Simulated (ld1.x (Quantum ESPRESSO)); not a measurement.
**Logarithmic derivatives: S, TM**

* Element: sulfur (S)
* Generator: ld1.x (Quantum ESPRESSO) 7.5
* Type: norm-conserving Troullier–Martins (Kleinman–Bylander form)
* Functional: PW91
* Relativity: non-relativistic
* Frozen core: [Ne]
* Valence charge: 6
* Reference configuration: 3s2 3p3.5 (charge +0.5)
* Partial waves: 3s (bound): rc 1.25 bohr; 3p (bound): rc 1.70 bohr
* Local potential: the p channel
* Core correction: Bessel-smoothed model core inside 0.80 bohr

The phase is arctan(r·u′/u) with u = r·R(r), unwrapped; energies in Ry, scanned from -4 to 5 Ry. A pole is an energy at which the radial function vanishes at the test radius. The pseudo phase is shifted by a multiple of π to meet the all-electron one at the reference energy, and phase errors are pseudo minus all-electron; the curves can meet again beyond the range given. Levels narrower than the energy grid can be missing from the lists of poles.

```tsv
channel	radius (bohr)	reference energy (Ry)	poles, all-electron	poles, pseudo	unbroken range about the reference energy with phases within 0.05 rad	phase error 1 Ry above the reference energy (rad)
s	1.86	-1.63	0.76	0.71	below 4.1	-0.001
p	1.86	-0.86	1.92	1.86	the whole range	-0.002
```

Phases in the s channel:

| E (Ry) | all-electron | pseudo |
| --- | --- | --- |
| -4.00 | 1.115 | 1.113 |
| -3.52 | 1.019 | 1.017 |
| -3.04 | 0.851 | 0.849 |
| -2.56 | 0.511 | 0.509 |
| -2.08 | -0.160 | -0.161 |
| -1.60 | -0.837 | -0.837 |
| -1.12 | -1.184 | -1.185 |
| -0.64 | -1.357 | -1.358 |
| -0.16 | -1.458 | -1.460 |
| 0.32 | -1.525 | -1.528 |
| 0.80 | -1.575 | -1.579 |
| 1.28 | -1.615 | -1.621 |
| 1.76 | -1.650 | -1.658 |
| 2.24 | -1.682 | -1.693 |
| 2.72 | -1.714 | -1.729 |
| 3.20 | -1.748 | -1.770 |
| 3.68 | -1.786 | -1.818 |
| 4.16 | -1.830 | -1.880 |
| 4.64 | -1.885 | -1.969 |
